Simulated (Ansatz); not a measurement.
Mulliken charges of CH4FSeSi, SMILES `C[Se][SiH]F` radical from ωB97M-V/def2-TZVPP in Ansatz (PBE0-D4/def2-TZVP geometry).

```csv
atom,x (Å),y (Å),z (Å),charge (e)
C1,-0.378,1.293,-0.497,-0.423
Se2,0.758,0.533,0.906,-0.064
Si3,0.102,-1.613,0.728,0.333
F4,0.441,-2.245,-0.712,-0.293
H5,-0.152,0.827,-1.453,0.162
H6,-1.426,1.161,-0.239,0.157
H7,-0.139,2.354,-0.538,0.150
H8,0.886,-2.367,1.749,-0.021
```

Question: By hand: the dipole of these point charges (1 e Å = 4.8032 D).

Answer: Σ q r = (-0.272, 0.259, 0.213) e Å, of length 0.432 e Å = 2.07 D.

Question: How does the dipole of the full density compare? (Best estimate.)

Answer: Ansatz gave: (-0.223, 0.215, -0.017) e Å, 1.49 D; the point charges give 1.39 times that, at 33° from its direction.

Point charges leave out the atoms' own dipoles, such as those of lone pairs, and Mulliken's split depends on the basis, so the two needn't agree.
